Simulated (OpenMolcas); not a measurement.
# V2+: ligand-field states by method

V2+ with its 6 nearest fluoride ions at 2.06 Å, on the Mg site of KMgF3 (a = 3.973 Å, distance in the model lattice 1.986 Å). The rest of the host is ab initio model potentials to 7.6 Å, with orthogonalisation functions on the cations behind the ligands, and point charges beyond; the distance is set by hand and nothing relaxes. Ligand basis ANO-RCC-VDZP.

| Property | Result |
| --- | --- |
| Program | OpenMolcas |
| Basis | ANO-RCC-VDZP [5s4p2d1f] |
| Scalar Hamiltonian | DKH2, point nucleus |
| Active space | 3 electrons in 5 orbitals (3d) |
| State averaging | 2S+1 = 4 even, 10 roots; 2S+1 = 2 even, 40 roots |
| Spin-orbit coupling | state interaction with AMFI integrals over the reference wave functions |

I. CASSCF
II. SS-CASPT2, IPEA 0.25 Eh, imaginary shift 0.1 Eh (closed shells correlated: 3s 3p and the ligand valence shells)

Spin-free states (labels of O, the rotations of Oh) in cm-1, each column counted from its own energy of the first state listed:

```csv
State,Degeneracy,I,II
4A2,1,0,0
4T2,3,12309,13520
2E,2,16781,13990
2T1,3,17605,14870
4T1,3,19782,19880
2T2,3,23746,20040
2A1,1,26400,24150
2T2,3,29506,28010
2T1,3,30059,28410
4T1,3,31781,30780
2E,2,31828,29000
2T1,3,35838,33410
2T2,3,42118,39600
2T1,3,42540,42630
2A2,1,45106,40250
2T2,3,47002,43470
2E,2,50255,48000
2T1,3,53248,50330
2E,2,69387,63690
2T2,3,72434,67060
```

From I to II, I's first state of the same spin (4T2) moves from 12309 to 13520 cm-1, by about +1200 cm-1.

From I to II, I's first state of another spin (2E) moves from 16781 to 13990 cm-1, by about -2800 cm-1.

I: A least-squares ligand-field fit to the states below 45000 cm-1, each weighted by its degeneracy and with a free common offset, gives 10Dq = 12701 cm-1, B = 955 cm-1 and C = 3489 cm-1 (C/B = 3.65), with an rms deviation of 177 cm-1. The same method and metal basis give the free ion B = 954 cm-1 (fit to its terms below 60000 cm-1, rms deviation 86 cm-1), so the nephelauxetic ratio is β = 955 / 954 = 1.00; it hangs on how both fits weigh the states, and computed free-ion B values tend to be too large, so β mixes covalency with correlation.

II: A least-squares ligand-field fit to the states below 45000 cm-1, each weighted by its degeneracy and with a free common offset, gives 10Dq = 13867 cm-1, B = 763 cm-1 and C = 3057 cm-1 (C/B = 4.01), with an rms deviation of 584 cm-1. The same method and metal basis give the free ion B = 827 cm-1 (fit to its terms below 60000 cm-1, rms deviation 408 cm-1), so the nephelauxetic ratio is β = 763 / 827 = 0.92; it hangs on how both fits weigh the states, and computed free-ion B values tend to be too large, so β mixes covalency with correlation.

From I to II, 10Dq changes by +9 %, B by -20 % and C by -12 %.

χT at 300 K: I 1.86, II 1.86 cm3 K/mol.

Roots that are degenerate in the reference are averaged as groups; the widest CASPT2 spread within a group is 230 cm-1 (the 3-fold group of multiplicity 2 near 28000 cm-1 above the lowest state of its run, II). Shifts and gaps below about the spread of the groups concerned are not significant. Over all roots computed the reference weight is 0.75 in II; a low but even weight reflects the number of correlated electrons. Ligand-to-metal charge-transfer states are missing. With no ligand orbital active B as a rule stays too high, so bands that hang on it stand too high and its fall with covalency is understated. Without dynamic correlation the repulsion within the d shell is too large (B by tens of per cent), so at a given field states of lower spin stand too high (holds for I). With metal d orbitals alone and no dynamic correlation 10Dq can be off by a tenth to a fifth, either way, in oxide and fluoride hosts (holds for I). With one d shell and no ligand orbital active, 10Dq can be off by tens of per cent for divalent 3d ions, low with halides held by bare charges and at times high in hosts (holds for II). Free-ion shares, where given, are those of the reference states; single-state CASPT2 does not remix them (holds for II). No measured value stands beside these numbers; the geometry was set by hand and not optimised.
